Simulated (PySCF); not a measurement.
CH₄ClGaO, SMILES C[O][GaH][Cl].

Coordinates come from a PBE0-D3(BJ)/def2-SVP optimisation. The structure was generated by enumeration; whether it is a known compound was not checked. One conformer was computed; it need not be the lowest.

These are TDDFT-PBE/def2-SVPD run with PySCF values and carry that method's errors.

Vertical excitations.  State labels are in the subgroup Cs.

Problem. List the lowest excited states. (An estimate is asked for; the answer gives what the named calculation found.)

Solution. 
```json
[
 {"state": "S1", "symmetry": "A\"", "energy (eV)": "5.10", "λ (nm)": "243", "f": "0.001", "main pairs": "HOMO−1→LUMO 100 %"},
 {"state": "S2", "symmetry": "A'", "energy (eV)": "5.19", "λ (nm)": "239", "f": "0.052", "main pairs": "HOMO→LUMO 87 %"},
 {"state": "S3", "symmetry": "A\"", "energy (eV)": "5.33", "λ (nm)": "232", "f": "0.005", "main pairs": "HOMO→LUMO+1 100 %"},
 {"state": "S4", "symmetry": "A\"", "energy (eV)": "5.75", "λ (nm)": "216", "f": "0.001", "main pairs": "HOMO−2→LUMO 100 %"},
 {"state": "S5", "symmetry": "A'", "energy (eV)": "5.85", "λ (nm)": "212", "f": "0.088", "main pairs": "HOMO−1→LUMO+1 83 %"},
 {"state": "S6", "symmetry": "A'", "energy (eV)": "6.31", "λ (nm)": "197", "f": "0.028", "main pairs": "HOMO−2→LUMO+1 85 %"},
 {"state": "S7", "symmetry": "A'", "energy (eV)": "6.35", "λ (nm)": "195", "f": "0.010", "main pairs": "HOMO−3→LUMO 82 %, HOMO−2→LUMO+1 13 %"},
 {"state": "S8", "symmetry": "A\"", "energy (eV)": "6.52", "λ (nm)": "190", "f": "0.003", "main pairs": "HOMO→LUMO+2 96 %"},
 {"state": "S9", "symmetry": "A\"", "energy (eV)": "6.62", "λ (nm)": "187", "f": "0.027", "main pairs": "HOMO−3→LUMO+1 94 %"},
 {"state": "S10", "symmetry": "A'", "energy (eV)": "6.83", "λ (nm)": "182", "f": "0.024", "main pairs": "HOMO−1→LUMO+2 99 %"},
 {"state": "T1", "symmetry": "A'", "energy (eV)": "4.50", "λ (nm)": "276", "f": "0", "main pairs": "HOMO→LUMO 99 %"},
 {"state": "T2", "symmetry": "A\"", "energy (eV)": "4.89", "λ (nm)": "253", "f": "0", "main pairs": "HOMO−1→LUMO 91 %"},
 {"state": "T3", "symmetry": "A\"", "energy (eV)": "5.08", "λ (nm)": "244", "f": "0", "main pairs": "HOMO→LUMO+1 90 %"},
 {"state": "T4", "symmetry": "A'", "energy (eV)": "5.26", "λ (nm)": "236", "f": "0", "main pairs": "HOMO−1→LUMO+1 98 %"}
]
```
Triplets are in the Tamm–Dancoff approximation, which puts them higher than full response would, so one can lie above its singlet here.
